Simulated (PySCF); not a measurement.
Work out the structure from these simulated measurements.

Formula: C7H20AlN.

* 13C NMR: chemical shifts (computed TMS as zero) by class: 49.4 (3 C), 31.3 (3 C), 18.8 (1 C) ppm [GIAO KT2/pcSseg-1]
* NMR, other nuclei: isotropic shieldings of nuclei other than C and H, by class: 211 (1 N), 400 (1 Al) ppm [GIAO KT2/pcSseg-1]
* Dipole: 5.05 D [KT2/pcSseg-1]
* Rotational structure: rotational constants A, B, C: 2.093, 0.792, 0.767 GHz [PBE0-D3(BJ)/def2-SVP]
* 1H NMR: chemical shifts (computed TMS as zero) by class: 4.05 (2 H), 2.45 (9 H), 1.00 (9 H) ppm [GIAO KT2/pcSseg-1]

Gas-phase values; electronic properties from PySCF, density fitting. Levels stand in brackets. Geometry: PBE0-D3(BJ)/def2-SVP; no solvent, vibrations or thermal averaging. Each NMR value is the plain mean over a class of atoms that symmetry, rotation or inversion makes alike.

Question: What is the compound? Reason from the data.

Answer: Numbering: `[CH3:1][C:2]([CH3:3])([CH3:4])[AlH2-:5][N+:6]([CH3:7])([CH3:8])[CH3:9]`. 7 carbons fall into 3 classes; from least to most shielded: N-methyl carbon [C7/C8/C9] (49.4 ppm, 3 C), methyl carbon [C1/C3/C4] (31.3 ppm, 3 C, up to 4.0 ppm apart in this geometry), sp3 carbon without hydrogen [C2] (18.8 ppm). Hydrogen classes from least to most shielded: 2 H on an aluminium bonded to C, N and 2 H, Al5 (4.05 ppm), 9 H on 3 N-methyl carbons, C7/C8/C9 (2.45 ppm, a mean of values up to 1.2 ppm apart in this geometry), 9 H on 3 methyl carbons, C1/C3/C4 (1.00 ppm, a mean of values up to 1.0 ppm apart in this geometry). The other shieldings belong to: 211 ppm, nitrogen bonded to Al and 3 C [N6]; 400 ppm, aluminium bonded to C, N and 2 H [Al5]. The optimised geometry has point group C1 and is an asymmetric top. Structure: `C[C](C)(C)[AlH2-][N+](C)(C)C`. The assignments are read from this structure; whether some other isomer fits the data as well wasn't checked.

The values belong to the conformer `[CH3:1][C:2]([CH3:3])([CH3:4])[AlH2-:5][N+:6]([CH3:7])([CH3:8])[CH3:9]`: C1–C2–Al5–N6 78°, C2–Al5–N6–C7 -51°.
